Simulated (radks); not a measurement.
Results of a calculation; reference values are marked as such.
Task: Radial electron density D(r) = 4 pi r^2 rho(r) of an atom or ion with 40 electrons. Code: a radial shooting solver on a logarithmic mesh with Libxc functionals. Model: Dirac Kohn-Sham, PBE, spin-unpolarised, spherical densities, finite nucleus; Fermi nuclear charge, rms radius of each element as measured or else 0.836 A^(1/3) + 0.57 fm.

r (bohr),D(r) (e/bohr)
0.00134,1.537
0.001523,1.930
0.001745,2.451
0.001999,3.104
0.002272,3.867
0.002603,4.865
0.002982,6.097
0.003389,7.507
0.003883,9.314
0.004449,11.49
0.005056,13.90
0.005793,16.89
0.006637,20.34
0.007543,24.00
0.008642,28.29
0.009901,32.89
0.01125,37.37
0.01289,42.10
0.01477,46.52
0.01679,50.11
0.01923,53.00
0.02204,54.65
0.02504,54.93
0.02869,53.91
0.03287,51.83
0.03736,49.48
0.0428,47.37
0.04904,46.60
0.05574,47.78
0.06386,51.28
0.07316,56.57
0.08315,61.99
0.09526,66.38
0.1091,67.59
0.124,64.95
0.1421,58.70
0.1628,51.00
0.1851,45.15
0.212,42.75
0.2429,44.73
0.2761,48.79
0.3163,52.02
0.3624,50.90
0.4118,44.93
0.4718,34.94
0.5406,24.54
0.6144,17.17
0.7039,13.17
0.8064,12.33
0.9166,12.65
1.05,12.45
1.203,10.96
1.367,8.654
1.567,5.973
1.795,3.683
2.04,2.130
2.337,1.087
2.677,0.5046
3.043,0.2211
3.486,0.07996
3.994,0.02402
4.54,0.006288
5.201,0.001168

What is the nuclear charge?

Result: Z = 43. The innermost maximum, from 1s, lies near gamma/Z bohr with gamma = sqrt(1 - (Z/c)^2) = 0.949, here 0.0221 bohr (found: 0.0241), and its height grows with Z. The density is that of the technetium ion Tc3+ in [Kr] 4d4; the configuration itself is not fixed sharply by these data, and Z only to a few units. D(r) has 4 maxima, at r = 0.0241, 0.107, 0.329, 0.962 bohr, and minima at 0.0486, 0.212, 0.800 bohr, inside which lie 2.06, 11.09, 29.27 electrons.
